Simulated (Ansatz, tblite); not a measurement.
Removing and adding an electron: Mg₅S₄I₂. Total charge 0; singlet. Geometry: PBE-D4/def2-SVP. Ansatz, gas phase; energy differences of separate SCF runs; the oxidised species was run as a doublet alone; the reduced species was run as a doublet alone.

```xyz
11

Mg   -0.636   -1.784   -1.549
Mg    1.936   -1.004    1.109
Mg    1.485    0.359   -1.543
Mg   -2.005    1.012   -0.696
Mg    0.234    1.690    1.617
S     1.685   -2.100   -1.014
S    -0.662    0.396   -2.634
S     2.361    1.312    0.490
S    -1.840    2.543    1.034
I    -2.947   -1.717   -0.130
I     0.389   -0.707    3.317
```

In the def2 sets I takes a core potential; there is no spin–orbit coupling. The xTB rows come from tblite. Single mean-field runs in def2-TZVP are fitted with def2-universal-jkfit. HOMO above LUMO, or a gap near zero within one spin, warns that the state may not be the lowest or that an electron is smeared out.

```tsv
level	−HOMO (eV)	vertical IE (eV)	−LUMO (eV)	vertical EA (eV)	HOMO–LUMO gap (eV)	IE − EA (eV)	remarks
GFN1-xTB	10.08	12.43	7.88	5.66	2.20	6.77	–
GFN2-xTB	10.25	12.58	8.86	6.94	1.39	5.63	–
PBE-D4/def2-TZVP	5.11	7.61	2.82	1.41	2.29	6.20	HOMO above zero (-1 doublet), gap within one spin near zero (+1 doublet)
PBE0-D4/def2-TZVP	6.18	7.82	2.16	1.21	4.02	6.61	–
ωB97X-V/def2-TZVP	8.42	7.90	0.56	0.68	7.85	7.21	–
```

Relaxing the oxidised species (PBE-D4/def2-SVP) changes its energy by -0.19 eV at PBE-D4/def2-TZVP, so the adiabatic ionisation energy to this nearest minimum is 7.42 eV. At PBE0-D4/def2-TZVP it is 7.45 eV. The gap within one spin of the relaxed charge 1 doublet nearly closes, so an electron or hole may be smeared out by delocalisation error.     A HOMO above zero means that the electron is unbound at that level or that self-interaction error raises the level; the energy of removing that electron tells which. Raw xTB energy differences between charge states are shifted by several eV; the methods need an empirical correction for them. Sets without diffuse functions give affinities that are too small.
